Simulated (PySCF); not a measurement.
## Magnetisability: `InChI=1S/C5H6BrN/c1-4(2)5(6)3-7/h1-2H3`

Cartesian coordinates in Å; atom numbers follow the order of the lines, from 1:
```xyz
13

C    -0.2281    1.3567   -0.3512
C    -0.1352   -0.0985   -0.0177
C    -1.4066   -0.8700   -0.0942
C     1.0412   -0.6348    0.3375
Br    1.2648   -2.4933    0.7857
C     2.2442    0.0867    0.4363
N     3.2400    0.6480    0.5297
H    -1.0096    1.8221    0.2483
H     0.7112    1.8755   -0.1776
H    -0.5035    1.4744   -1.3995
H    -1.2302   -1.9405   -0.1581
H    -1.9895   -0.5496   -0.9555
H    -2.0030   -0.6763    0.7988
```

Method: GIAO CAM-B3LYP/pcSseg-1 magnetisability, rotational g tensor and spin-rotation constants, non-relativistic, gas phase in PySCF 2.14.0. Geometry: GFN2-xTB.

The calculation is non-relativistic, which matters for the atoms heavier than Zn.

(1) How diamagnetic is it, and how anisotropic?

(2) Split it along the inertial axes a, b, c into diamagnetic and paramagnetic parts about the centre of mass, with the quadrupole moment.

(3) And the rotational g tensor?

Results:

(1) Isotropic -1346 × 10⁻³⁰ J/T², or -81.1 × 10⁻⁶ cm³/mol; principal values -1384, -1363, -1292 × 10⁻³⁰ J/T², anisotropy 83 × 10⁻³⁰ J/T² (root of half the summed squared differences of the principal values). The susceptibility is in cgs units.

(2) 
```tsv
axis	χ (10⁻⁶ cm³/mol)	diamagnetic (10⁻⁶ cm³/mol)	paramagnetic (10⁻⁶ cm³/mol)	summed x² of all electrons (Å²)	quadrupole Θ (D Å)
a	-80.5	-641.0	560.6	196.5	+10.21
b	-80.5	-895.4	814.9	136.5	-10.87
c	-82.2	-1412.8	1330.6	14.6	+0.66
```
Anisotropies 2χaa − χbb − χcc = +1.9 and 2χbb − χaa − χcc = +1.6 × 10⁻⁶ cm³/mol. Θ is traceless in Buckingham's convention.

(3) 
| axis | rotational constant (GHz) | g | nuclear part | electronic part |
| --- | --- | --- | --- | --- |
| a | 2.2139 | -0.0247 | 0.5584 | -0.5830 |
| b | 1.4189 | -0.0075 | 0.5357 | -0.5432 |
| c | 0.8740 | -0.0067 | 0.5397 | -0.5464 |

Asymmetric top; isotopes 79Br, 12C, 1H, 14N; no vibrational averaging.
